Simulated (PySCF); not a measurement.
AgCl, SMILES [Cl][Ag], multiplicity 1. The structure is a stationary point at PBE0-D3(BJ)/def2-TZVPD. The multiplicity is an assumed one; other spin states were not compared. The def2 effective core potentials stand for the cores of Ag; spin–orbit coupling is left out.

Computed equilibrium geometry at PBE0-D3(BJ)/def2-TZVPD (PySCF confirms it by a frequency run) as a Z-matrix, and its point group:
point group C∞v.
```
Ag
Cl 1 2.2884
```
Charge 0, spin multiplicity 1.
